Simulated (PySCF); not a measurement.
C2H6BFOS, SMILES COB(F)SC.

Geometry: B3LYP-D3(BJ)/def2-SVP. The values are those of a single conformer.

Computed with HF/def2-TZVP (PySCF).

Isolated molecule, no solvent.

Computed frontier levels, gap, dipole moment and polarisability:
```
Property                                                                                                       Result
---------------------------------------------------------------------------------------------  ----------------------
highest occupied level                                                                                       -9.90 eV
lowest empty level                                                                                            3.29 eV
orbital gap                                                                                                  13.19 eV
dipole moment                                                                                                  2.70 D
quadrupole, principal values (traceless, Buckingham form, about the centre of nuclear charge)  -5.22, -1.21, 6.43 D·Å
mean static polarisability                                                                       57.1 bohr³ (8.46 Å³)
polarisability, principal values                                                               45.4, 58.6, 67.3 bohr³
```
